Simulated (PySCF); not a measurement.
C₅H₆O₂ (charge +1 and doublet state).
Numbering: `[CH3:1][O:2][C+:3]1[CH:4][CH:5]=[CH:6][O:7]1` (hydrogens: H8, H9, H10 on C1; H11 on C4; H12 on C5; H13 on C6)

Structure used (GFN2-xTB), in Å, numbered top down from 1:
```
atom  x, y, z in Å
C1     2.3725   -0.0063    0.0809
O2     1.2187   -0.7823   -0.1836
C3     0.0300   -0.3241   -0.0940
C4    -1.1826   -1.0231   -0.3365
C5    -2.1960   -0.1047   -0.1089
C6    -1.5759    1.0852    0.2535
O7    -0.2454    0.9505    0.2613
H8     2.1391    1.0202    0.3613
H9     2.9285   -0.5119    0.8773
H10    2.9960   -0.0335   -0.8188
H11   -1.2584   -2.0507   -0.6332
H12   -3.2527   -0.2673   -0.1925
H13   -1.9780    2.0486    0.5154
```

The hyperfine couplings belong to this conformer and change with its torsions.

The calculation used UKS B3LYP, pcH-1 on C H O, non-relativistic, mean-field spin-orbit, GIAO in PySCF 2.14.0. The structure is a single GFN2-xTB conformer in the gas phase; no vibrational or solvent corrections. Couplings are sensitive to structure, and on GFN2-xTB geometries they can be far from those on DFT ones, by a factor of two or more for some ions and for spin on atoms past the first row. No stability test was run, so a lower SCF solution isn't excluded.

Q: What is the g tensor, term by term?

A: 
| Δg (ppm) | 1 | 2 | 3 |
| --- | --- | --- | --- |
| relativistic mass correction | -189 | -189 | -189 |
| gauge correction | -6 | 48 | 33 |
| orbital Zeeman/spin–orbit | -32 | 832 | 1584 |
| total | -227 | 691 | 1428 |

So g = 2.00209, 2.00301, 2.00375 and g_iso = 2.00295; the tensor is rhombic: the two nearest values differ by 45 % of g3 − g1. Axes: g2 points within 1° of the C4–C5 bond.

Q: What effective moment and Curie constant follow for a powder?

A: With the mean of g² = 4.0118 and S(S+1) = 0.75: μ_eff = √(⟨g²⟩S(S+1)) = 1.735 μB and χT = 0.12505·⟨g²⟩·S(S+1) = 0.376 cm³ K/mol (cgs; spin-Hamiltonian part alone).

Q: At 9.623 GHz, how far is the centre of the isotropic spectrum from where a free electron (g = 2.002319) resonates?

A: B = hν/(g μB) with μB/h = 13.99624 MHz/mT gives 343.37 mT for the free electron and 343.26 mT at g_iso, 0.11 mT lower.

Q: What are the electron Larmor frequencies g μB B/h along the three axes at 350 mT?

A: 9.8076, 9.8121, 9.8157 GHz for g1, g2 and g3, a range of 8.1 MHz.

Q: In a frozen sample, at which fields do the three g values resonate at 9.5, 34, 94 and 263 GHz (hyperfine left aside), and which band first spreads them over more than twice a line width of 0.5 mT?

A: 
```
band    GHz  B(g3) mT  B(g2) mT  B(g1) mT  spread mT
   X    9.5    338.74    338.87    339.02       0.28
   Q   34.0   1212.34   1212.79   1213.34       1.00
   W   94.0   3351.76   3353.00   3354.53       2.77
   J  263.0   9377.81   9381.26   9385.56       7.75
```

The spread grows in proportion to the frequency. W band is the first where it exceeds 1.0 mT.

Largest spin populations (Mulliken): C6 (+0.50), C4 (+0.25), C3 (+0.20) and O2 (+0.18). Four atoms exceed +0.15. The angles at C6 add up to 360.0°, so it is planar.

The HOMO–LUMO gaps are 6.07 eV among the α and 4.13 eV among the β orbitals.

The SMILES draws the unpaired electron on C4; the largest computed Mulliken spin population is on C6 (0.50 against 0.25).
